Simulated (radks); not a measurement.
The numbers below are computed, except where a source is named.
Q: Orbital eigenvalues (eV) of the rhodium ion Rh3+, [Kr] 4d6, of relativity; Dirac values are averaged over j with weights 2j + 1. Spin-unpolarised spherical Kohn-Sham, PBE, point nucleus unless stated (finite: rms radius 4.4945 fm), a radial shooting solver on a logarithmic mesh with Libxc functionals. A level marked "c x" has the speed of light scaled by that factor and shares open shells by 2j + 1; other Dirac levels either fill j = l - 1/2 first or share by 2j + 1.

| shell | non-rel. |
|---|---|
| 1s | -22409 |
| 2s | -3218.8 |
| 2p | -2986.7 |
| 3s | -603.08 |
| 3p | -511.20 |
| 3d | -341.94 |
| 4s | -112.91 |
| 4p | -84.725 |
| 4d | -39.989 |
| 5s (empty) | -28.750 |
| 5p (empty) | -22.381 |

Give the values at the level "Dirac, 2j+1 shares".

A: 
shell       Dirac, 2j+1 shares  change of magnitude (%)
1s                      -23063                    +2.92
2s                     -3374.5                    +4.84
2p                     -3030.6                    +1.47
3s                     -633.31                    +5.01
3p                     -519.87                    +1.70
3d                     -337.26                    -1.37
4s                     -118.48                    +4.94
4p                     -86.120                    +1.65
4d                     -39.503                    -1.21
5s (empty)             -29.678                    +3.23
5p (empty)             -22.636                    +1.14
